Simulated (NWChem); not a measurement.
Program: NWChem. System: C₂H₅F₃Si, charge 0, spin multiplicity 1, at a geometry optimised with PBE0/def2-SVP. The structure started from a generated list of species. Level: RHF/def2-SVP.

Output (cleaned and shortened):

```
             Northwest Computational Chemistry Package (NWChem) 7.3.0
             --------------------------------------------------------

                                NWChem Input Module
                                -------------------

 Scaling coordinates for geometry "geometry" by  1.889725989
 (inverse scale =  0.529177249)

                             Geometry "geometry" -> ""
                             -------------------------

 Output coordinates in angstroms (scale by  1.889725989 to convert to a.u.)

  No.       Tag          Charge          X              Y              Z
 ---- ---------------- ---------- -------------- -------------- --------------
    1 C                    6.0000    -2.14565000     0.34809500    -0.27693600
    2 C                    6.0000    -0.86381300     0.53352200     0.50592100
    3 F                    9.0000    -0.84865300    -0.33071900     1.59149300
    4 Si                  14.0000     0.68143400     0.20644600    -0.52430400
    5 F                    9.0000     1.99457700     0.32665100     0.40287600
    6 F                    9.0000     0.62387500    -1.30522700    -1.08690900
    7 H                    1.0000    -3.01737800     0.52208300     0.37157300
    8 H                    1.0000    -2.21370300    -0.67262300    -0.68205400
    9 H                    1.0000    -2.19771100     1.05873400    -1.11682800
   10 H                    1.0000    -0.81320100     1.56677400     0.90090300
   11 H                    1.0000     0.83049000     1.12872900    -1.67438900

 Effective nuclear repulsion energy (a.u.)     329.5728422210

            Nuclear Dipole moment (a.u.)
            ----------------------------
        X                 Y               Z
 ---------------- ---------------- ----------------
    -0.0000264562    -0.0000226767    -0.0000018897


 Summary of "ao basis" -> "" (spherical)
 ------------------------------------------------------------------------------
       Tag                 Description            Shells   Functions and Types
 ---------------- ------------------------------  ------  ---------------------
 *                          def2-svp                  on all atoms

 Summary of "ao basis" -> "ao basis" (spherical)
 ------------------------------------------------------------------------------
       Tag                 Description            Shells   Functions and Types
 ---------------- ------------------------------  ------  ---------------------
[...]
 Vector   29  Occ=2.000000D+00  E=-4.584108D-01
              MO Center= -5.7D-01,  4.2D-01,  8.7D-02, r^2= 3.1D+00
   Bfn.  Coefficient  Atom+Function         Bfn.  Coefficient  Atom+Function
  ----- ------------  ---------------      ----- ------------  ---------------
    18      0.307033   2 C  px               32      0.199659   3 F  px
    17      0.195979   2 C  s                50     -0.191516   4 Si px
   109     -0.190307  11 H  s                52      0.188484   4 Si pz
    21      0.180250   2 C  px              110     -0.177578  11 H  s
    20     -0.172738   2 C  pz               35     -0.167450   3 F  px

 Vector   30  Occ=0.000000D+00  E= 1.567372D-01
              MO Center= -1.2D+00,  5.4D-01, -5.3D-01, r^2= 6.0D+00
   Bfn.  Coefficient  Atom+Function         Bfn.  Coefficient  Atom+Function
  ----- ------------  ---------------      ----- ------------  ---------------
     3      1.976747   1 C  s                90     -1.013148   7 H  s
   100     -0.900416   9 H  s                53      0.622144   4 Si px
    95     -0.589708   8 H  s               105     -0.514311  10 H  s
    17      0.475528   2 C  s                54      0.315992   4 Si py
     7     -0.289350   1 C  px               21      0.261754   2 C  px

 Vector   31  Occ=0.000000D+00  E= 1.742441D-01
              MO Center=  4.7D-01,  6.1D-01, -5.0D-01, r^2= 4.1D+00
   Bfn.  Coefficient  Atom+Function         Bfn.  Coefficient  Atom+Function
  ----- ------------  ---------------      ----- ------------  ---------------
    17      1.194142   2 C  s                54     -0.959400   4 Si py
    53      0.554836   4 Si px              105     -0.460987  10 H  s
    55     -0.456935   4 Si pz              100     -0.456391   9 H  s
    77     -0.425220   6 F  s                46     -0.385822   4 Si s
    31     -0.315303   3 F  s                 8      0.289029   1 C  py

 Vector   32  Occ=0.000000D+00  E= 1.813223D-01
              MO Center= -6.9D-03,  9.9D-01,  4.0D-01, r^2= 5.0D+00
   Bfn.  Coefficient  Atom+Function         Bfn.  Coefficient  Atom+Function
  ----- ------------  ---------------      ----- ------------  ---------------
   105      1.397000  10 H  s                17     -1.238547   2 C  s
    46      0.823361   4 Si s                22     -0.813440   2 C  py
    63     -0.439556   5 F  s                55      0.436659   4 Si pz
   100      0.418242   9 H  s                53      0.411631   4 Si px
     3     -0.346290   1 C  s                31     -0.216690   3 F  s

 center of mass
 --------------
 x =   0.15091000 y =  -0.08100961 z =   0.05140998

 moments of inertia (a.u.)
 ------------------
         495.294591176953          38.204805523243         110.372165805980
          38.204805523243        1014.974584084019         -62.936242443690
         110.372165805980         -62.936242443690         862.088587827568

  Mulliken analysis of the total density
  --------------------------------------

    Atom       Charge   Shell Charges
 -----------   ------   -------------------------------------------------------
    1 C    6     6.09   1.99  0.86  0.23  2.05  0.92  0.04
    2 C    6     5.98   1.99  0.89  0.29  1.96  0.78  0.07
    3 F    9     9.39   1.99  1.12  0.83  3.33  2.11  0.01
    4 Si  14    12.68   2.00  1.99  0.86  0.02  5.94  1.07  0.35  0.44
    5 F    9     9.46   1.99  1.11  0.83  3.34  2.19  0.01
    6 F    9     9.47   1.99  1.11  0.83  3.34  2.19  0.01
    7 H    1     0.93   0.74  0.16  0.03
    8 H    1     0.93   0.75  0.16  0.03
    9 H    1     0.95   0.75  0.18  0.03
   10 H    1     0.94   0.76  0.15  0.02
   11 H    1     1.16   0.75  0.40  0.01

       Multipole analysis of the density wrt the origin
       ------------------------------------------------

     L   x y z        total         open         nuclear
     -   - - -        -----         ----         -------
     0   0 0 0      0.000000      0.000000     58.000000

     1   1 0 0     -0.749923      0.000000     -0.000026
     1   0 1 0      1.030957      0.000000     -0.000023
     1   0 0 1     -0.664563      0.000000     -0.000002

     2   2 0 0    -31.332784      0.000000    373.450376
     2   1 1 0     -0.732211      0.000000    -24.875173
     2   1 0 1      0.076478      0.000000    -51.299004
     2   0 2 0    -30.727279      0.000000     92.431770
     2   0 1 1     -0.346854      0.000000     27.615037
     2   0 0 2    -32.863874      0.000000    164.979489

 Task  times  cpu:        5.8s     wall:        5.8s

 Total times  cpu:        5.8s     wall:        5.8s
```

Task: Write an NWChem input that would produce this output.

Result: This is not unique; one that fits is 
```
start mol
memory heap 200 mb stack 800 mb global 1000 mb
geometry units angstroms nocenter noautoz noautosym
  C     -2.145650     0.348095    -0.276936
  C     -0.863813     0.533522     0.505921
  F     -0.848653    -0.330719     1.591493
  Si     0.681434     0.206446    -0.524304
  F      1.994577     0.326651     0.402876
  F      0.623875    -1.305227    -1.086909
  H     -3.017378     0.522083     0.371573
  H     -2.213703    -0.672623    -0.682054
  H     -2.197711     1.058734    -1.116828
  H     -0.813201     1.566774     0.900903
  H      0.830490     1.128729    -1.674389
end
basis spherical
  * library def2-svp
end
scf
  rhf
  nopen 0
  maxiter 100
  thresh 1e-7
  semidirect memsize 60000000 filesize 0
end
task scf energy
```
